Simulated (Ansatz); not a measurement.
A series at Al: from `[Br][Al]([Br])[Br]`, ligands are replaced one by one, each step taking up H–F and setting free HBr; n counts the steps. Ansatz, PBE0-D4/def2-TZVP geometries.

CBS adds triple-zeta CCSD(T) − MP2 to the MP2 limit, frozen cores; atoms without spin–orbit coupling. Outer-core shells of Br are correlated without core-valence functions. Scalar relativity is left out up to krypton. Spin–orbit coupling is left out.

```
n              molecule  atomization energy, CCSD(T)/CBS (kJ/mol)
0  `[Br][Al]([Br])[Br]`                                    1156.0
1   `[F][Al]([Br])[Br]`                                    1368.6
2    `[F][Al]([F])[Br]`                                         ?
3     `[F][Al]([F])[F]`                                    1797.2
```

Task: By hand: fit a straight line y = ȳ + b (n − n̄) to the 3 given rows and predict n = 2.

Result: n̄ = 1.333, ȳ = 1440.60; Σ(n − n̄)(y − ȳ) = 997.80, Σ(n − n̄)² = 4.667, so b = 213.80 kJ/mol a step. Prediction: 1440.60 + (213.80) × (0.667) = 1583.2 kJ/mol.

Task: By hand: compare with the computed value, 1582.6 kJ/mol, and give the steps along the whole series.

Result: The line misses by -0.6 kJ/mol (computed minus predicted). Steps: 212.6, 214.0, 214.6 kJ/mol.

The steps differ by at most 2.0 kJ/mol, 0.9 % of a mean step, so the ligands' effects nearly add and a line is close. The miss is 0.1 % of the series' range. The energies themselves are unsure by some kJ/mol a bond, though much of that is common to the series.
